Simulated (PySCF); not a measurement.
C3H2O, SMILES O=C=C=C.

The structure is a stationary point at r2SCAN-D4/def2-SVP.

Method: TDDFT-PBE/def2-SVPD in PySCF.

Vertical excitations. Gas-phase values at a fixed geometry. State labels are in the subgroup Cs.

Computed excitation energies, oscillator strengths and character:
```tsv
state	symmetry	energy (eV)	λ (nm)	f	main pairs
S1	A"	2.02	614	0.000	HOMO→LUMO 100 %
S2	A'	5.27	235	0.028	HOMO→LUMO+1 55 %, HOMO−1→LUMO 43 %
S3	A'	5.89	211	0.120	HOMO−1→LUMO 36 %, HOMO→LUMO+2 34 %, HOMO→LUMO+1 19 %, HOMO→LUMO+3 11 %
S4	A'	6.46	192	0.035	HOMO→LUMO+3 56 %, HOMO→LUMO+2 41 %
S5	A"	6.90	180	0.000	HOMO−2→LUMO 98 %
S6	A"	7.23	171	0.008	HOMO−1→LUMO+1 77 %, HOMO→LUMO+4 23 %
S7	A'	7.29	170	0.075	HOMO→LUMO+5 97 %
S8	A"	7.47	166	0.017	HOMO→LUMO+4 76 %, HOMO−1→LUMO+1 22 %
S9	A'	7.82	159	0.591	HOMO→LUMO+3 24 %, HOMO→LUMO+2 16 %, HOMO→LUMO+1 14 %, HOMO−1→LUMO 14 %
S10	A"	7.86	158	0.000	HOMO−4→LUMO 100 %
T1	A"	1.63	759	0	HOMO→LUMO 100 %
T2	A'	3.21	386	0	HOMO−1→LUMO 99 %
T3	A'	4.44	279	0	HOMO→LUMO+1 95 %
T4	A'	6.04	205	0	HOMO→LUMO+2 85 %
```
Triplets are in the Tamm–Dancoff approximation, which puts them higher than full response would, so one can lie above its singlet here.
